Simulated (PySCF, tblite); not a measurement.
Isomers of C8H18BN. Method: GFN2-xTB as coded in tblite; computed harmonic values from a numerical Hessian at the method's own geometry, unscaled. The method is semi-empirical: single wavenumbers can be off by several per cent or more. Modes of hydrogen on boron can be 10 to 20 % off. One conformer each.

Electronic energies: PBE0-D3(BJ)/def2-SVP at its own geometries (PySCF, gas phase).

| SMILES | electronic energy, lowest = 0 (kcal/mol) |
| --- | --- |
| C[N+]1(C)[BH2-][C@@H](C2CC2)CC1 | 5.3 |
| C=C(C)[C@@H]1[BH2-][N+](C)(C)CC1 | 0.0 |
| C=CCC[N@+]1(C)[BH2-]CCC1 | 5.8 |
| C[N@+]1(CC2CC2)[BH2-]CCC1 | 4.1 |

Question: How do GFN2-xTB zero-point energies change the relative energies?

Answer: 
```csv
SMILES,ZPE (kcal/mol),of it from modes above 1550 cm⁻¹,electronic (kcal/mol),"with ZPE, lowest = 0 (kcal/mol)",lowest mode (cm⁻¹),rings
C=C(C)[C@@H]1[BH2-][N+](C)(C)CC1,156.4,78.3,0.0,0.0,36,1
C[N@+]1(CC2CC2)[BH2-]CCC1,157.7,75.9,4.1,5.4,54,2
C[N+]1(C)[BH2-][C@@H](C2CC2)CC1,157.5,76.0,5.3,6.3,47,2
C=CCC[N@+]1(C)[BH2-]CCC1,156.8,78.2,5.8,6.1,50,1
```

The zero-point energies span 1.3 kcal/mol, from `C=C(C)[C@@H]1[BH2-][N+](C)(C)CC1` to `C[N@+]1(CC2CC2)[BH2-]CCC1`. The lowest isomer stays, but the order above it changes.

Question: And how do the electronic energies of GFN2-xTB itself compare?

Answer: `C=C(C)[C@@H]1[BH2-][N+](C)(C)CC1` 0.9; `C[N@+]1(CC2CC2)[BH2-]CCC1` 0.5; `C[N+]1(C)[BH2-][C@@H](C2CC2)CC1` 0.0; `C=CCC[N@+]1(C)[BH2-]CCC1` 7.2 kcal/mol, lowest = 0. Against the energies above, taken from the same isomer `C=C(C)[C@@H]1[BH2-][N+](C)(C)CC1`, the largest difference is 6.2 kcal/mol. The two levels were optimised apart and needn't hold the same conformer.

Question: What do entropy and thermal enthalpy add at 298.15 K and 1 bar (rigid rotor, harmonic oscillator, one conformer each)?

Answer: 
| SMILES | point group | symmetry number | S (cal/(mol K)) | H − H(0) (kcal/mol) | ZPE + H − H(0) − TS (kcal/mol) |
| --- | --- | --- | --- | --- | --- |
| C=C(C)[C@@H]1[BH2-][N+](C)(C)CC1 | C1 | 1 | 103.4 | 7.78 | 133.4 |
| C[N@+]1(CC2CC2)[BH2-]CCC1 | C1 | 1 | 100.4 | 7.29 | 135.1 |
| C[N+]1(C)[BH2-][C@@H](C2CC2)CC1 | C1 | 1 | 100.7 | 7.36 | 134.8 |
| C=CCC[N@+]1(C)[BH2-]CCC1 | C1 | 1 | 104.9 | 7.77 | 133.3 |
